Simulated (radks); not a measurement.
Values are calculated unless marked as measured or tabulated.
Q: Ionisation of Ge+, [Ar] 3d10 4s2 4p1, to Ge2+, [Ar] 3d10 4s2, under several functionals. Non-relativistic Kohn-Sham, spin-polarised, spherical densities, point nucleus; open shells are filled with parallel spins first; a radial shooting solver on a logarithmic mesh with Libxc functionals. Known Delta-SCF values: PW91 15.778 eV; TASK exchange with Perdew-Wang LDA correlation 15.563 eV; exchange-only B88 15.002 eV. What does MS2 meta-GGA give, and what is its highest occupied eigenvalue?

A: 15.646 eV by Delta-SCF; the 4p eigenvalue is -11.713 eV. NIST: 15.935 eV (measured).
